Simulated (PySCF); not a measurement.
Sn(OH)3(SH) (H4O3SSn), SMILES [OH][Sn]([SH])([OH])[OH].

The structure is a stationary point at PBE0-D3(BJ)/def2-SVP. The def2 effective core potentials stand for the cores of Sn; spin–orbit coupling is left out. Other conformers were not sampled.

Two levels are set side by side: PBE/def2-TZVP (PySCF) and PBE0/def2-TZVP (PySCF). Same geometry, gas phase. Differences are taken from unrounded values.

```csv
quantity,PBE0
orbital gap (eV),6.14
highest occupied level (eV),-8.00
lowest empty level (eV),-1.86
dipole moment (D),0.79
mean polarisability (bohr³),66.0
```

Task: What does PBE give, and how far is it from PBE0? (The exact figures need the calculation; the answer reports its results.)

Result: 
```json
[
 {"quantity": "orbital gap (eV)", "PBE": "3.90", "PBE minus PBE0": "-2.24"},
 {"quantity": "highest occupied level (eV)", "PBE": "-6.69", "PBE minus PBE0": "1.31"},
 {"quantity": "lowest empty level (eV)", "PBE": "-2.79", "PBE minus PBE0": "-0.93"},
 {"quantity": "dipole moment (D)", "PBE": "0.76", "PBE minus PBE0": "-0.03"},
 {"quantity": "mean polarisability (bohr³)", "PBE": "69.7", "PBE minus PBE0": "3.6"}
]
```

Without exact exchange PBE keeps part of each electron's self-repulsion, which lifts occupied levels and narrows the gap. Loosely held outer electrons make PBE densities more polarisable. Differences between two approximate levels are no errors against the true value.

Rough cost on one machine, each run with all the roots and properties that it gave: PBE0 against PBE within a factor of 2.
